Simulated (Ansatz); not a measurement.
Basis-set extrapolation for C2H6O2Si, SMILES `O/C=C/[SiH2]O` (PBE0-D4/def2-TZVP geometry, frozen core, Ansatz 0.2.0). Multiplicity 1, RHF reference.

```tsv
	def2-TZVPP	def2-QZVPP
HF	-518.029913	-518.049919
MP2 correlation	-0.923152	-0.992784
CCSD(T) correlation	-0.994357	not run
```

Energies in hartree. Use E(X) = E(∞) + A·exp(−7.88·√X) for Hartree–Fock and E(X) = E(∞) + B·X^(−2.97) for correlation, with X = 3 and 4, and add CCSD(T) minus MP2 of the smaller set to the MP2 limit.

Task: What is the CCSD(T) energy at the basis-set limit?

Result: HF limit: -518.049919 + (-0.020006) × 0.13774 = -518.05267. MP2 limit: -0.992784 + (-0.069632) × 0.74074 = -1.04436. Higher-order term: -0.994357 − (-0.923152) = -0.07121. Total: -519.16824 hartree, 3.92 eV below CCSD(T)/def2-TZVPP.
